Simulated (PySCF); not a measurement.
GeH5O3P, SMILES [OH][Ge]([OH])([OH])[PH2]. Atoms are numbered in the order given.

```xyz
10

O     -0.3765     0.0945     1.8628
Ge    -0.2540     0.0135     0.0915
O     -1.1272     1.4915    -0.4011
O     -1.0948    -1.4506    -0.4652
P      1.8846    -0.1255    -0.7973
H     -0.7835     0.9305     2.1333
H     -1.3100     1.5269    -1.3497
H     -1.8489    -1.6624     0.1034
H      2.2020    -1.2487     0.0262
H      2.3869     0.8212     0.1479
```
Charge 0, spin multiplicity 1.

Geometry: B3LYP-D3(BJ)/def2-SVP. The values are those of a single conformer.

Two levels are set side by side: PBE/pcSseg-1 (PySCF) and B3LYP/pcSseg-1 (PySCF). GIAO shifts against GeH4 (⁷³Ge), H2O (¹⁷O), PH3 (³¹P), TMS (¹H) at the same level; non-relativistic, no solvent, atoms listed together averaged. Differences are taken from unrounded values.

```csv
quantity,B3LYP,PBE,PBE minus B3LYP
δ(⁷³Ge) of Ge2 (ppm),412.6,436.1,23.5
δ(³¹P) of P5 (ppm),7.8,13.0,5.2
```

Rough cost on one machine, each run with all the roots and properties that it gave: B3LYP against PBE about 2 times.
